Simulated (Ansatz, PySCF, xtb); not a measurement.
Pair of molecules: H2O (SMILES O) (first 3 atoms) with PH3 (SMILES P); geometry from B3LYP-D3(BJ)/def2-TZVP, rigid monomers moved along the line of their centres of mass till H2···P4 is 2.32 Å.
(charge 0, multiplicity 1):
```xyz
7

O      0.26316    -0.07788    -0.54252
H      0.12421     0.00006     0.41182
H      1.14487     0.27479    -0.69841
P     -0.40528     0.12697     2.67164
H      0.23044    -0.59010     3.71408
H     -0.53276     1.32228     3.42000
H     -1.70279    -0.34214     2.98799
```

Monomers are frozen at their geometry in the pair; levels with a basis set take the counterpoise correction. Rows marked so take none.

Correlated levels freeze the cores. Rows in 3-21G, 6-311+G** carry no dispersion term and start afresh at each structure.

Run with Ansatz (a program for electronic structure); PySCF for 3-21G rows, 6-311+G** rows, the dispersion terms; xtb for the GFN methods. 

| level | interaction energy (kcal/mol) |
|---|---|
| GFN-FF | -4.67 |
| HF/3-21G (no counterpoise) | -0.39 |
| HF/aug-cc-pV(D+d)Z | 0.93 |
| B3LYP/6-311+G** (no counterpoise) | -1.79 |
| B3LYP/def2-TZVPPD | -1.24 |
| PBE0-D4/def2-TZVPPD | -2.61 |
| wB97M-V/def2-TZVPPD | … |
| CCSD/aug-cc-pV(D+d)Z | -0.37 |
| CCSD/aug-cc-pV(T+d)Z | … |

**Question.** Fill in the missing entries.

**Answer.** 
- wB97M-V/def2-TZVPPD, interaction energy (kcal/mol): -1.64
- CCSD/aug-cc-pV(T+d)Z, interaction energy (kcal/mol): -1.04
